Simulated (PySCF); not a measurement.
C3H3, SMILES [CH2]C#C, multiplicity 2. The structure is a stationary point at r2SCAN-D4/def2-TZVP. The isomer is the one that the SMILES or the coordinates give; other isomers of the formula were not compared.

The numbers are results of r2SCAN-D4/def2-TZVP run with PySCF 2.14.0, not measurements.

Harmonic wavenumbers (cm⁻¹): 351, 400, 426, 604, 688, 1026, 1100, 1450, 2003, 3147, 3238, 3471. Rotational constants (GHz): 289.8, 9.588, 9.281; symmetry number 2.

Q: Work out the zero-point energy and the ideal-gas rigid-rotor harmonic-oscillator thermochemistry at 298.15 K and 1 atm.

A: ZPE = ½ Σ hcν = ½ × 17902 cm⁻¹ = 25.59 kcal/mol. H − E(el) = 28.77 kcal/mol. Entropy in cal/(mol K): translation 36.92, rotation 18.68, vibration 3.92, spin 1.38, total 60.90. G − E(el) = 10.62 kcal/mol. Cp = 15.01 cal/(mol K).
